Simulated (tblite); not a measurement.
C₈H₅O₂S (charge -1).
Z-matrix (Å and degrees, GFN2-xTB geometry), rows numbered from 1:
```
O 
C   1  1.2316
C   2  1.4175  1  131.64
C   3  1.3838  2  107.58  1  -179.98
C   4  1.3877  3  107.81  2    -0.03
C   5  1.4024  4  131.25  3  -179.94
C   6  1.3834  5  129.29  4   179.92
C   7  1.4020  6  113.56  5   179.96
C   8  1.3594  7  113.72  6     0.05
S   9  1.7414  8  111.36  7     0.01
O   5  1.3813  4  109.04  3     0.04
H   3  1.0734  2  124.57  1     0.09
H   4  1.0761  3  127.78  2   179.95
H   7  1.0749  6  121.64  5    -0.07
H   8  1.0793  7  123.45  6  -179.86
H   9  1.0720  8  129.45  7   179.97
```

All values are computed: GFN2-xTB (tblite) harmonic vibrations without scaling, gas phase. Against measured fundamentals such values can be off by several per cent, at times by over 20. One conformer, not necessarily the lowest.

Harmonic wavenumbers (cm⁻¹): 72.0, 96.3, 104.6, 223.2, 292.7, 306.5, 380.3, 430.0, 515.0, 516.0, 567.2, 613.2, 642.3, 679.4, 689.7, 717.8, 724.8, 742.9, 811.1, 824.3, 833.6, 842.7, 933.9, 993.3, 1053.0, 1073.8, 1091.0, 1095.9, 1179.2, 1241.8, 1278.0, 1344.3, 1422.1, 1476.5, 1503.4, 1575.0, 1703.4, 3071.9, 3109.3, 3131.5, 3140.8, 3144.8.

A = 2976, B = 569.0, C = 477.7 MHz; mass 165.001 u (most abundant isotopes); point group Cs, symmetry number 1.

Q: Zero-point energy?

A: ½Σν̃ = 23094 cm⁻¹ = 276.27 kJ/mol.

Q: Give the ideal-gas entropy at 298.15 K and 1 bar in the rigid-rotor, harmonic-oscillator model (classical rotation).

A: Translation 172.54, rotation 127.04, vibration 96.72: S = 396.3 J/(mol K).

Q: And Cp and H(298.15 K) − H(0)?

A: Cp = 154.41 J/(mol K), of which vibrations give 121.15 (their classical limit is 42 R = 349.2); H(298.15 K) − H(0) = 26.27 kJ/mol without the zero-point energy, 16.35 from vibrations.

Q: How do the functions run with temperature in this model?

A: 
```csv
T (K),S (J/(mol K)),Cp (J/(mol K)),H − H(0) (kJ/mol),G − H(0) (kJ/mol),ln q(vib)
100,286.7,65.7,4.79,-23.88,1.05
200,344.5,108.0,13.37,-55.52,2.95
300,397.3,155.2,26.55,-92.63,5.08
500,495.1,228.4,65.50,-182.07,9.70
800,617.1,287.9,144.02,-349.63,16.58
1000,683.9,310.7,204.02,-479.89,20.85
```

q(vib) and H(0) count from the zero-point level.

Q: What must be added to the electronic energy to get the Gibbs energy at 298.15 K and 1 bar?

A: ZPE + [H(298.15 K) − H(0)] − T·S = 276.27 + 26.27 − 118.16 = 184.38 kJ/mol.

Hindered rotation and anharmonicity are outside this model. Other conformers, if any are populated, would add a mixing term that is left out.

The run took 1.1 s wall on an Arm Neoverse N1 with one thread, shared host with 64 logical CPUs at a one-minute load of 59. The figure is for the frequency step alone.
